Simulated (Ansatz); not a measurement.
Two members of one family (AlN nanocrystals, H-capped), computed with Ansatz in the gas phase. Levels of anions in sets without diffuse functions are rough. The structures are stationary points that may keep the symmetry of their start.

First: Al8N7H22⁻, cut from wurtzite, rod (singlet, charge -1, PBE-D4/def2-SVP geometry).

```
atom   x (Å)   y (Å)   z (Å)
 Al1   1.818  -1.044  -2.503
  N2   3.191  -1.361  -1.113
  N3   0.650   0.260  -1.684
 Al4   1.306   0.971  -0.015
 Al5  -1.329   2.672  -0.676
  N6   0.045   2.253   0.640
 Al7   2.531  -1.956   0.656
  N8   1.291  -0.561   1.158
 Al9  -0.634   1.782   2.406
Al10  -1.161  -0.376  -1.622
 N11  -2.264   0.965  -0.815
 N12  -1.030  -1.806  -0.289
Al13  -0.455  -1.280   1.509
Al14  -3.141   0.354   0.811
 N15  -1.625   0.148   2.014
 H16   2.553  -0.448  -3.815
 H17   1.043  -2.462  -2.636
 H18   3.771  -0.513  -0.999
 H19   3.838  -2.082  -1.467
 H20   0.618   1.087  -2.310
 H21   2.795   1.589  -0.171
 H22  -0.586   2.953  -2.111
 H23  -2.306   3.861  -0.187
 H24   0.574   3.134   0.776
 H25   3.790  -2.031   1.668
 H26   1.715  -3.323   0.343
 H27   1.606  -0.178   2.070
 H28   0.646   1.377   3.348
 H29  -1.582   2.933   3.026
 H30  -1.749  -0.889  -3.029
 H31  -3.033   1.133  -1.487
 H32  -0.409  -2.553  -0.645
 H33  -1.972  -2.225  -0.197
 H34  -0.489  -2.501   2.555
 H35  -4.238   1.403   1.362
 H36  -3.738  -1.148   0.512
 H37  -2.039  -0.139   2.918
```

```csv
level,HOMO (eV),LUMO (eV),gap (eV)
PBE-D4/def2-SVP,-3.02,2.10,5.12
PBE-D4/def2-TZVP,-3.14,1.69,4.83
r2SCAN-D4/def2-TZVP,-3.45,2.13,5.58
PBE0-D4/def2-TZVP,-4.36,2.45,6.81
ωB97M-V/def2-TZVP,-6.59,3.79,10.38
```

Second: Al9N8H24⁻, cut from zinc blende (singlet, charge -1, PBE-D4/def2-SVP geometry).

| atom | x (Å) | y (Å) | z (Å) |
| --- | --- | --- | --- |
| N1 | -2.9397 | -0.3001 | -2.0808 |
| N2 | -1.5634 | 1.0558 | 1.7553 |
| N3 | 2.2330 | -2.2611 | -0.0127 |
| N4 | 1.3262 | -0.1824 | 2.0025 |
| N5 | -0.6150 | -1.0960 | -0.1962 |
| N6 | -0.9926 | 1.8581 | -1.1017 |
| N7 | 1.8713 | 0.6116 | -0.8449 |
| N8 | 0.8597 | 2.7498 | 1.1671 |
| Al9 | -2.4534 | -1.4991 | -0.5592 |
| Al10 | 0.3932 | -2.7634 | -0.4971 |
| Al11 | -0.5062 | -0.6448 | 1.6330 |
| Al12 | -2.8218 | 1.6225 | -1.7283 |
| Al13 | -1.0205 | 2.5384 | 0.6586 |
| Al14 | 2.4525 | -1.8281 | 1.8623 |
| Al15 | 3.0407 | -0.9629 | -1.2023 |
| Al16 | 2.0976 | 1.1937 | 0.9477 |
| Al17 | 0.0610 | 0.2180 | -1.3801 |
| H18 | -2.3538 | -0.5490 | -2.8959 |
| H19 | -3.9039 | -0.5476 | -2.3522 |
| H20 | -1.6957 | 1.3055 | 2.7461 |
| H21 | -2.5002 | 0.7188 | 1.4485 |
| H22 | 2.7696 | -3.1361 | -0.1528 |
| H23 | 1.4149 | 0.0453 | 3.0076 |
| H24 | -0.5860 | 2.5497 | -1.7534 |
| H25 | 2.2524 | 1.3212 | -1.4936 |
| H26 | 0.9372 | 3.0707 | 2.1454 |
| H27 | 1.2643 | 3.5376 | 0.6359 |
| H28 | -3.3740 | -0.9046 | 0.6571 |
| H29 | -2.7738 | -3.0006 | -1.0471 |
| H30 | -0.1234 | -3.8865 | 0.5504 |
| H31 | 0.3359 | -3.1323 | -2.0753 |
| H32 | -1.1371 | -1.5770 | 2.7747 |
| H33 | -3.8002 | 1.9308 | -0.4690 |
| H34 | -3.0621 | 2.4655 | -3.0891 |
| H35 | -1.7597 | 3.9386 | 0.9426 |
| H36 | 1.8227 | -2.9445 | 2.8493 |
| H37 | 3.9682 | -1.3655 | 2.2150 |
| H38 | 4.5349 | -0.5427 | -0.7292 |
| H39 | 2.8983 | -1.3517 | -2.7658 |
| H40 | 3.5120 | 1.8135 | 1.3914 |
| H41 | -0.0630 | -0.0690 | -2.9638 |

**Question.** Estimate how these quantities change from the first to the second (second minus first).

**Answer.** 
```json
{"level": "PBE-D4/def2-SVP", "Δ HOMO (eV)": "0.51", "Δ LUMO (eV)": "-0.39", "Δ gap (eV)": "-0.90"}
{"level": "PBE-D4/def2-TZVP", "Δ HOMO (eV)": "0.49", "Δ LUMO (eV)": "-0.51", "Δ gap (eV)": "-1.00"}
{"level": "r2SCAN-D4/def2-TZVP", "Δ HOMO (eV)": "0.50", "Δ LUMO (eV)": "-0.45", "Δ gap (eV)": "-0.95"}
{"level": "PBE0-D4/def2-TZVP", "Δ HOMO (eV)": "0.51", "Δ LUMO (eV)": "-0.52", "Δ gap (eV)": "-1.03"}
{"level": "ωB97M-V/def2-TZVP", "Δ HOMO (eV)": "0.52", "Δ LUMO (eV)": "-0.62", "Δ gap (eV)": "-1.14"}
```
